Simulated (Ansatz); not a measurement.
Species: GeNH4, charge 0, doublet. GeNH4 (SMILES [NH2][GeH2], doublet).
B3LYP-D3(BJ)/def2-TZVP minimum from Ansatz (a first-principles code):
```
N
H 1 1.0112
H 1 1.0112 2 109.57
Ge 1 1.8566 2 116.41 3 -134.70
H 4 1.5564 1 104.83 2 -56.30
H 4 1.5564 5 109.94 1 112.18
```
Charge 0, spin multiplicity 2.

Total energies in aug-cc-pVDZ, 13 correlated electrons, 15 frozen orbitals. Open shells are spin-unrestricted; no spin-orbit coupling. Cores are frozen in correlated methods (noble-gas shells, and filled d and f shells in the p block). No relativity.

```tsv
method	program	energy (Eh)	minus CCSDT(Q) (mEh)
HF	Ansatz	-2132.09393	317.95
MP2	Ansatz	-2132.37149	40.39
CCSD	Ansatz	-2132.40084	11.03
CCSD(T)	Ansatz	-2132.41034	1.54
CCSDT(Q)	Ansatz	-2132.41188	0.00
```

Rough core times of Ansatz's runs on a shared machine: CCSD(T) under 20 s, CCSDT(Q) 9 min.
